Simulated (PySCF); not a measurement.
C3H7NOSi.
Structure used (GFN2-xTB), in Å, numbered top down from 1:
```xyz
13
C3H7NOSi angstrom
C      1.8581   -1.2294    0.0443
N      1.5086   -0.2566   -0.6697
C      0.5733    0.7006   -0.2441
O      0.0913    0.6102    1.1075
C     -1.2967    0.2936    0.9347
Si    -1.2015    0.4234   -0.9795
H      1.5076   -1.4039    1.0618
H      2.5628   -1.9333   -0.3729
H      1.0164    1.6871   -0.4183
H     -1.9077    1.0280    1.4672
H     -1.5164   -0.6951    1.3514
H     -1.8237    1.5980   -1.5827
H     -1.3765   -0.8221   -1.7174
```

NICS is the negative of the GIAO shielding at a point without a nucleus: at the ring centre (0) and 1 Å above and below it (1); zz is the component along the ring normal. Level: GIAO PBE0/pcSseg-1 (PySCF, non-relativistic, gas phase) on the GFN2-xTB geometry, one conformer.

Ring bond lengths (Å), with Mayer bond orders in brackets: C3–O4 1.438 (0.92), O4–C5 1.434 (0.90), C5–Si6 1.921 (0.93), Si6–C3 1.941 (0.85).

Problem. Give the NICS values of each ring in ppm.

Solution. 
| ring | type | NICS(0) | NICS(1), two faces | NICS(1)zz, two faces | rms pucker (Å) | centre to ring atoms, mean (Å) |
| --- | --- | --- | --- | --- | --- | --- |
| C3–O4–C5–Si6 | 4-membered ring with O and Si; formal bonds all single | 0.4 | 0.5 / 0.3 | 4.4 / 4.9 | 0.02 | 1.18 |

Problem. What do they say, and how far can they be read as aromaticity?

Solution. 
- C3–O4–C5–Si6: mean NICS(1)zz 4.6 ppm, deshielded. C3, C5, Si6 have four or more neighbours; no verdict on aromaticity is drawn.

Problem. At the first NICS(1) probe listed for ring C3–O4–C5–Si6, 1 Å off the ring, what do the in-plane components average?

Solution. The isotropic value is a third of the trace: (3 × 0.5 − (4.4))/2 = -1.5 ppm.

Problem. Give the inner angles of the rings and the Hirshfeld charges of the ring atoms.

Solution. 
- C3–O4–C5–Si6: C3 92.3° (-0.005 e), O4 103.0° (-0.162 e), C5 93.3° (-0.092 e), Si6 71.2° (+0.358 e); sum 359.8° against 360° for a flat convex ring.

Problem. How shielded are the nuclei of the rings and their hydrogens (means over atoms taken as equivalent)?

Solution. 
| atoms | environment | σ isotropic (ppm) | principal values of the symmetric part, first atom (ppm) |
| --- | --- | --- | --- |
| C3 | sp3 carbon bound to oxygen | 88.5 | 64.6, 79.5, 121.4 |
| O4 | cyclic ether oxygen | 271.3 | 192.3, 277.3, 344.1 |
| C5 | sp3 carbon bound to oxygen | 128.5 | 89.9, 101.7, 193.9 |
| Si6 | SiH2 silicon | 360.1 | 324.3, 342.7, 413.3 |
| H9 | methine hydrogen | 25.40 | 22.1, 24.3, 29.8 |
| H10 | methylene hydrogen | 27.12 | 24.6, 24.8, 32.0 |
| H11 | methylene hydrogen | 27.30 | 24.1, 25.1, 32.7 |
| H12 | Si–H hydrogen | 26.34 | 24.0, 24.6, 30.4 |
| H13 | Si–H hydrogen | 26.98 | 24.5, 25.2, 31.1 |

Time: 27 s of wall time; peak memory 0.70 GiB. Hardware: one thread of an Arm Neoverse N1, shared host. This is the whole shielding run at PBE0/pcSseg-1, SCF included.
